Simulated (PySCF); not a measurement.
**Name the molecule from its bond curve**

A diatomic of charge 0 contains Sr. Its singlet curve at BLYP in a triple-zeta basis (scalar-relativistic core potentials, PySCF), in eV from the separated fragments:

(R (Å), E (eV)): (1.646, -2.917), (1.723, -3.708), (1.799, -4.199), (1.857, -4.414), (1.914, -4.527), (1.971, -4.559), (2.048, -4.504), (2.144, -4.324), (2.259, -4.006), (2.412, -3.494)

The fit gives ωe = 627 cm⁻¹ and the rotational constant Bₑ = 0.3213 cm⁻¹.

**Question.** Which atom is the partner?

**Answer.** The minimum lies at 1.969 Å, so the reduced mass is 16.8576 u Å² cm⁻¹/(Bₑ·Re²) = 13.53 u. With Sr at 87.91 u the partner weighs about 16.0 u: O. The molecule is SrO.
